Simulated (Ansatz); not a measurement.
Total energies of the cluster Cu2Te⁻ from Ansatz at r2SCAN-D4/def2-TZVPD, gas phase (1 Eh = 27.2114 eV = 2625.5 kJ/mol). The reference geometry is relaxed at PBE0-D4/def2-TZVPD.

| atom | x (Å) | y (Å) | z (Å) |
| --- | --- | --- | --- |
| Cu1 | -0.435 | 0.053 | 1.341 |
| Cu2 | -0.930 | -0.383 | -0.990 |
| Te3 | 1.365 | 0.330 | -0.352 |

```tsv
state	geometry	energy (Eh)
charge -1 doublet	reference	-3549.27554
charge 0 singlet	reference	-3549.21922
charge -1 quartet	relaxed at PBE0-D4/def2-TZVPD	-3549.22555
```

In the def2 sets Te takes a core potential; there is no spin–orbit coupling.

Problem. Work out the vertical ionisation energy to the singlet.

Solution. E(charge 0 singlet) − E(charge -1 doublet) = -3549.21922 − (-3549.27554) = 0.05632 Eh = 1.53 eV. For comparison, −ε of the highest occupied level of the spin that leaves is -0.40 eV at this level, 1.93 eV less.

Problem. Which of the charge -1 states is lowest, and how far above it are the others?

Solution. The doublet. quartet: -3549.22555 − (-3549.27554) = 0.04999 Eh = 131.2 kJ/mol.

At r2SCAN-D4/def2-TZVPD the highest occupied level of the charge -1 doublet lies above zero (up to 0.40 eV). By energy differences its removal costs 1.53 eV (vertical, to the charge 0 singlet, at r2SCAN-D4/def2-TZVPD); a positive level beside a positive removal energy at the same level points to self-interaction error. At r2SCAN-D4/def2-TZVPD the highest occupied level of the charge -1 quartet lies above zero (up to 0.60 eV). It is a level of α spin, whose loss leaves a triplet; that state wasn't run at this geometry and level. The electron is either unbound and held by the finite basis, or the level is raised by self-interaction error. 

The structure comes from a short search, and lower isomers may exist.
